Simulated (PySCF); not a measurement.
## From orbital energies to excitation energies

Compound: C3H3BrO.
SMILES: `CC(Br)=C=O`

Computed with TDDFT PBE0/def2-SVPD, vertical, gas phase, core orbitals frozen in the response (PySCF). Geometry: PBE0-D3(BJ)/def2-SVP; no solvent, vibrations or thermal averaging. Relativistic effects, spin–orbit coupling among them, are left out although an element past zinc is present.

Orbital energies (eV): HOMO-3 -11.11, HOMO-2 -9.37, HOMO-1 -8.71, HOMO -6.66, LUMO -2.09, LUMO+1 0.38, LUMO+2 0.52.

Computed singlets:

```
state  E (eV)       f
   S1    2.69  0.0000
   S2    5.21  0.0057
   S3    5.51  0.0000
   S4    5.78  0.0043
   S5    5.93  0.0005
   S6    6.91   0.011
   S7    6.96   0.104
   S8    7.08   0.016
   S9    7.50   0.014
  S10    7.75  0.0008
```

Q: Assign a leading configuration to S1, S2, S4 and S10 and set E beside the orbital difference Δε.

A: 

```csv
state,leading configuration,weight,Δε (eV),E (eV),E − Δε (eV),f,other configurations
S1,HOMO→LUMO,0.99,4.56,2.69,-1.87,0.0000,–
S2,HOMO-1→LUMO,0.98,6.62,5.21,-1.41,0.0057,–
S4,HOMO→LUMO+1,0.61,7.04,5.78,-1.25,0.0043,H-2→L (36%)
S10,HOMO-1→LUMO+2,0.63,9.23,7.75,-1.48,0.0008,"H-1→L+1 (17%), H-3→L (12%)"
```

E − Δε runs from -1.87 to -1.25 eV. Among themselves, these states come in the order of their orbital differences.

H and L stand for HOMO and LUMO. The other states: S3 5.51 eV, f 0.0000, H→L+2 (55%), H→L+1 (21%), H-2→L (21%); S5 5.93 eV, f 0.0005, H-2→L (42%), H→L+2 (40%), H→L+1 (16%); S6 6.91 eV, f 0.011, H→L+4 (83%), H→L+5 (13%); S7 6.96 eV, f 0.104, H→L+3 (82%); S8 7.08 eV, f 0.016, H→L+5 (83%), H→L+4 (14%); S9 7.50 eV, f 0.014, H→L+6 (80%), H-3→L (17%).

Q: Which computed triplets share their leading configuration (75% or more) with a singlet, and how far apart are the partners?

A: 

| configuration | triplet | E(T) (eV) | singlet | E(S) (eV) | E(S) − E(T) (eV) |
| --- | --- | --- | --- | --- | --- |
| HOMO→LUMO | T1 | 2.24 | S1 | 2.69 | +0.45 |
| HOMO-1→LUMO | T2 | 4.72 | S2 | 5.21 | +0.49 |

The 4 triplets are Tamm–Dancoff values, the singlets full response.

Summed over the main configurations (up to three a state, each over 8%) of all 10 singlets, the electron leaves HOMO with weight 6.45, HOMO-1 with weight 1.79, HOMO-2 with weight 0.98 and HOMO-3 with weight 0.29.

All these states lie below the vertical ionisation energy of 8.77 eV (ΔSCF).

On Arm Neoverse V2, one thread, shared host, this took 39 s.
